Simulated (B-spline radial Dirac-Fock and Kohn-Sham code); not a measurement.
Ti⁴⁺ 3p1/2: cross section and angular parameters

System: the Ti⁴⁺ ion, configuration [Ne] 3s2 3p6; threshold 98.54 eV (orbital energy of the model). Method: Dirac-Hartree-Slater photoionisation with a Latter tail; cross sections with all multipoles, angular parameters from the dipole term and its interference with E2. Computed with a radial B-spline solver.

For linearly polarised light dσ/dΩ = σ/(4π) [1 + β P₂(cos θ) + (δ + γ cos²θ) sin θ cos φ], with θ from the polarisation vector and φ the angle between the beam and the projection of the electron momentum on the plane normal to the polarisation.

| hν (eV) | σ (kb) | β | γ | δ |
| --- | --- | --- | --- | --- |
| 151 | 419 | 1.275 | 0.045 | 0.000 |
| 179 | 356 | 1.424 | 0.006 | -0.001 |
| 188 | 335 | 1.456 | -0.002 | -0.001 |
| 190 | 331 | 1.462 | -0.004 | -0.001 |
| 225 | 262 | 1.544 | -0.018 | 0.000 |
| 288 | 177 | 1.610 | -0.014 | 0.002 |
| 300 | 164 | 1.616 | -0.010 | 0.003 |
| 400 | 95.7 | 1.632 | 0.036 | 0.005 |
| 608 | 39.1 | 1.596 | 0.147 | 0.009 |
| 752 | 23.9 | 1.557 | 0.221 | 0.012 |
| 800 | 20.6 | 1.544 | 0.244 | 0.013 |
| 1040 | 10.7 | 1.477 | 0.349 | 0.018 |
| 1120 | 8.88 | 1.456 | 0.380 | 0.020 |
| 2040 | ? | ? | ? | ? |
| 2090 | 1.61 | 1.236 | 0.657 | 0.047 |
| 2920 | 0.597 | 1.097 | 0.808 | 0.071 |
| 3410 | 0.371 | 1.029 | 0.876 | 0.085 |
| 3590 | 0.316 | 1.006 | 0.898 | 0.090 |
| 4830 | 0.123 | 0.873 | 1.021 | 0.125 |
| 5414.7 | 0.0843 | 0.822 | 1.067 | 0.141 |
| 7220 | 0.0322 | 0.697 | 1.174 | 0.187 |
| 7740 | 0.0254 | 0.668 | 1.200 | 0.199 |
| 8220 | 0.0207 | 0.643 | 1.222 | 0.210 |
| 8920 | 0.0156 | 0.611 | 1.251 | 0.226 |
| 9140 | 0.0144 | 0.601 | 1.260 | 0.231 |
| 9251.7 | 0.0138 | 0.596 | 1.264 | 0.234 |
| 12000 | 0.00552 | 0.499 | 1.358 | 0.291 |
| 15000 | 0.00249 | 0.423 | 1.441 | 0.346 |

**Question.** Give the values at 2040 eV.

**Answer.** σ = 1.73 kb, β = 1.246, γ = 0.645, δ = 0.045.
